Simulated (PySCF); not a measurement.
**PBE on P (phosphorus, neutral)**

Configuration: [Ne] 3s1 3p3 4s1, high-spin 6S determinant (an excited configuration). Calculation: PySCF 2.14, in aug-cc-pCVTZ-DK; the spin-free X2C one-electron Hamiltonian (Gaussian nucleus).

| Item | Value |
| --- | --- |
| Total energy | -341.4701 hartree |
| One-electron energy | -469.2957 hartree |
| Hartree (Coulomb) energy | 150.8264 hartree |
| Exchange-correlation energy | -23.0008 hartree |
| ⟨S²⟩ | 8.7500 |
| ⟨L²⟩ | 0.000 |
| Sum of ⟨r⟩ | 17.40 bohr |
| Sum of ⟨r²⟩ | 50.73 bohr² |
| Langevin diamagnetic susceptibility | -40.2 ×10⁻⁶ cm³/mol |

| shell | electrons | mean orbital energy (eV) | rms radius, mean of both spins (bohr) |
| --- | --- | --- | --- |
| 1s α | 1 | -2089.3 | 0.120 |
| 1s β | 1 | -2088.7 | 0.120 |
| 2s α | 1 | -179.86 | 0.567 |
| 2s β | 1 | -179.15 | 0.567 |
| 2p α | 3 | -130.43 | 0.543 |
| 2p β | 3 | -129.59 | 0.543 |
| 3s α | 1 | -19.864 | 1.93 |
| 3p α | 3 | -10.627 | 2.29 |
| 4s α | 1 | -1.747 | 5.37 |

The outer electron is Rydberg-like, and this basis confines it to a smaller radius and binds it less than a complete one would.

Densities and radii are taken from the X2C orbitals without a picture-change correction, which distorts them close to the nucleus.
